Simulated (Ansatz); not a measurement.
## A ladder of methods for CH3AlF2O (SMILES C[O][Al]([F])[F])

The species is CH3AlF2O (8 atoms), meant as a singlet with charge 0. As SMILES, `C[O][Al]([F])[F]`. The shape was relaxed beforehand at PBE0/def2-SVP.

Quantity: the adiabatic electron affinity (to the doublet anion, shapes relaxed at PBE0/def2-SVP, no zero-point term), in eV. The values are calculated.

The electron affinity is E(neutral) − E(anion): positive where the electron is bound.

| level | kind | program | value (eV) | less CCSD(T)/def2-SVP | CPU time (all runs) |
| --- | --- | --- | --- | --- | --- |
| HF/def2-SVP | Hartree–Fock | Ansatz | -0.12 | -0.10 | 1.1 s |
| PBE/def2-SVP | GGA | Ansatz | 0.32 | +0.34 | 2.2 s |
| r2SCAN/def2-SVP | meta-GGA | Ansatz | 0.34 | +0.36 | 4.8 s |
| B3LYP/def2-SVP | global hybrid | Ansatz | 0.28 | +0.30 | 3.1 s |
| wB97M-V/def2-SVP | range-separated hybrid | Ansatz | 0.04 | +0.06 | 13 s |
| MP2/def2-SVP | perturbation theory | Ansatz | -0.07 | -0.05 | 1.3 s |
| CCSD(T)/def2-SVP | coupled cluster or CI | Ansatz | -0.02 | 0.00 | 20 s |

CCSD(T)/def2-SVP is the highest level here, not the true value. The values span -0.12 to 0.34 eV. Times are those of the runs behind each value, whatever else they computed, on shared processors of several kinds: orders of magnitude only.
